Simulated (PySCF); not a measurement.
Structure problem from calculated spectra and properties.

Formula: CH11ClSi4.

- UV, strongest line: among the 6 lowest singlet transitions: S2 at 6.40 eV (194 nm, f = 0.199) [TDDFT PBE0/def2-SVPD]
- 13C NMR: chemical shifts (computed TMS as zero) by class: 32.9 (1 C) ppm [GIAO PBE0/pcSseg-1]
- Triplet: lowest triplet excitation (Tamm–Dancoff): 5.52 eV [TDA PBE0/def2-SVPD]
- Dipole: 1.44 D [PBE0/def2-SVPD]
- Rotational structure: rotational constants A, B, C: 1.412, 0.789, 0.571 GHz [GFN2-xTB]
- UV, first state: lowest singlet excitation: 6.26 eV (198 nm, f = 0.004) [TDDFT PBE0/def2-SVPD]
- NMR, other nuclei: isotropic shieldings of nuclei other than C and H, by class: 412 (1 Si), 461 (1 Si), 473 (1 Si), 479 (1 Si), 894 (1 Cl) ppm [GIAO PBE0/pcSseg-1]
- Polarisability: 144.5 au [PBE0/def2-SVPD]
- 1H NMR: chemical shifts (computed TMS as zero) by class: 4.23 (2 H), 3.66 (2 H), 3.59 (3 H), 3.39 (2 H), 3.18 (2 H) ppm [GIAO PBE0/pcSseg-1]

Gas-phase values; electronic properties from PySCF, density fitting. Levels stand in brackets. NMR shifts are as computed; neighbouring signals can stand in another order in a measured spectrum. One conformer (not necessarily the lowest) at the GFN2-xTB geometry, without solvent, vibrations or thermal averaging. NMR classes are plain means over equivalent atoms (diastereotopic ones count apart unless rotation or inversion swaps them), as if these changed places fast.

**Question.** Propose a structure and show how it fits.

**Answer.** Numbering: `[SiH3:1][SiH2:2][SiH2:3][SiH2:4][CH2:5][Cl:6]`. Its formula, CH11ClSi4, gives 0 degrees of unsaturation, so no ring and no π bond. The one carbon: sp3 C–Cl carbon [C5] (32.9 ppm). Hydrogen classes from least to most shielded: 2 H on an SiH2 silicon, Si4 (4.23 ppm), 2 H on an SiH2 silicon, Si2 (3.66 ppm), 3 H on an SiH3 silicon, Si1 (3.59 ppm), 2 H on an SiH2 silicon, Si3 (3.39 ppm), 2 H on an sp3 C–Cl carbon, C5 (3.18 ppm). The other shieldings belong to: 412 ppm, SiH2 silicon [Si4]; 461 ppm, SiH3 silicon [Si1]; 473 ppm, SiH2 silicon [Si2]; 479 ppm, SiH2 silicon [Si3]; 894 ppm, alkyl chlorine [Cl6]. S1 is mainly HOMO→LUMO (weight 0.81); the largest Löwdin shares of the orbital it empties are 0.40 on the alkyl chlorine, 0.18 on the sp3 C–Cl carbon, 0.14 on an SiH2 silicon and 0.09 on an SiH2 silicon, of the orbital it fills 0.21 on each of 2 atoms of one kind (SiH2 silicon), 0.19 on an SiH2 silicon and 0.08 on the SiH3 silicon. The optimised geometry has point group C1 and is an asymmetric top. Structure: `[SiH2]([SiH2]CCl)[SiH2][SiH3]`. Computed isomers that give other values at the same levels: `C[Si@@H]([SiH3])[SiH2][SiH2]Cl` (13C chemical shifts (computed TMS as zero) by class: -6.0 (1 C) ppm); `C[Si@]([SiH3])(Cl)[SiH2][SiH3]` (13C chemical shifts (computed TMS as zero) by class: 8.1 (1 C) ppm); `[SiH3]C[Si@H]([SiH3])[SiH2]Cl` (13C chemical shifts (computed TMS as zero) by class: -13.7 (1 C) ppm). The assignments are read from this structure; whether some other isomer fits the data as well wasn't checked.

The values belong to the conformer `[SiH3:1][SiH2:2][SiH2:3][SiH2:4][CH2:5][Cl:6]`: Si1–Si2–Si3–Si4 -90°, Si2–Si3–Si4–C5 51°, Si3–Si4–C5–Cl6 -58°.
